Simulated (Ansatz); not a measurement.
Two structures of FGaGeH2S

Structure a is `[F][GeH2][S][Ga]`, a singlet and structure b is a singlet given by its coordinates. Both are isolated molecules in the gas phase, relaxed with PBE0-D3(BJ)/def2-SVP; the shapes shown needn't be the lowest conformers.

a (Å):

```xyz
6

F    -2.1173    2.5278   -1.0143
Ga   -0.6431    2.3817    2.8970
Ge   -0.4983    2.5646   -0.3632
S    -0.2522    0.9518    1.0967
H     0.4488    2.3897   -1.5542
H    -0.3854    3.9501    0.3147
```

b (Å):

```xyz
6

F     0.0829   -0.2193    1.9849
Ga    1.0715   -1.5043    1.2937
Ge    1.7766   -3.2379    3.4049
S     3.0317   -1.7247    2.4412
H     0.9282   -1.9210   -0.1912
H     0.4847   -2.9613    2.2869
```

Close contacts (Å): F1–Ga2 1.76, Ga2–Ge3 2.82, Ga2–S4 2.28, Ge3–S4 2.19, Ga2–H5 1.55, Ga2–H6 1.86, Ge3–H6 1.73.

Question: Which of the two would you expect CCSD(T)/def2-SVP + ΔMP2/def2-TZVPP electronic energies to favour?

Answer: Structure a; the calculation gives E(b) − E(a) = +21.0 kJ/mol.

Level by level:

```
                             level              geometry  E(b) − E(a) (kJ/mol)  departure from the last row (kJ/mol)  job, with rough time for the two
              PBE0-D3(BJ)/def2-SVP  PBE0-D3(BJ)/def2-SVP                   +21.3                                  +0.2                optimisation, 63 s
                       HF/def2-SVP  PBE0-D3(BJ)/def2-SVP                   +48.6                                 +27.5           part of the CCSD(T) run
                      MP2/def2-SVP  PBE0-D3(BJ)/def2-SVP                   +17.9                                  −3.1           part of the CCSD(T) run
                  CCSD(T)/def2-SVP  PBE0-D3(BJ)/def2-SVP                   +16.8                                  −4.2                      single point
CCSD(T)/def2-SVP + ΔMP2/def2-TZVPP  PBE0-D3(BJ)/def2-SVP                   +21.0                                                      single point, 55 s
```

The levels shown agree on the order. The largest departure from CCSD(T)/def2-SVP + ΔMP2/def2-TZVPP is that of HF/def2-SVP, 27.5 kJ/mol. Levels run at GFN2-xTB geometries aren't shown. The last row adds to CCSD(T) the change of the MP2 difference between the two basis sets, here +4.2 kJ/mol.

With harmonic frequencies from PBE0-D3(BJ)/def2-SVP (ideal gas, rigid rotor, one conformer each, 298.15 K, 1 atm): on the last row, ΔE + ΔZPE = +16.3 kJ/mol. A mode under 50 cm⁻¹ makes harmonic enthalpies and free energies unreliable, so none is given.

The correlated steps freeze 24 core orbitals; the filled d shell of Ga and Ge is correlated, in a basis made for valence electrons. Run with Ansatz 0.2.0; the last row on 2 threads of AMD EPYC 7R43 64-Core Processor (Zen 3) on a shared host.
